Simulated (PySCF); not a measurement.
## Correlation energy of Tc²⁺ (technetium, charge +2)

[Kr] 4d5, high-spin 6S determinant. Calculation: PySCF 2.14, in x2c-TZVPPall with one added diffuse shell each of s, p, d, f type (9s7p7d3f1g, 95 functions); the spin-free X2C one-electron Hamiltonian (Gaussian nucleus). Frozen: [Ar] 3d10; 13 electrons correlated.

| level | correlation energy (mhartree) |
| --- | --- |
| CCSD | -344.84 |
| (T) | -7.38 |
| CCSD(T) | -352.22 |

Diagnostics: T1 = 0.0027, D1 = 0.0050, largest double amplitude 0.022.

**Question.** Is a single reference adequate?

**Answer.** Yes, within this model without spin-orbit coupling: T1 lies below 0.03 and no double amplitude reaches 0.07.

This basis was not built for core-valence correlation, so the inner-shell part is incomplete.
